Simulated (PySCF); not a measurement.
Vertical excitations of a molecule C3H9AlO from TDA-PBE/def2-SVPD in PySCF, as energy in eV (oscillator strength): 5.28 (0.052), 5.38 (0.000), 6.26 (0.047), 6.46 (0.031), 6.54 (0.023), 6.75 (0.022), 6.76 (0.013), 7.15 (0.047), 7.22 (0.004), 7.22 (0.041). Lowest triplet (TDA): 4.97 eV. Coordinates come from a r2SCAN-D4/def2-SVP optimisation. The values are those of a single conformer.

Task: Identify the compound among the candidates.
A) CC(C)[O][AlH2]
B) CC[O][AlH][CH3]
C) CC[CH2][AlH][OH]
D) C[CH2][Al]([CH3])[OH]

Result: D, C[CH2][Al]([CH3])[OH]
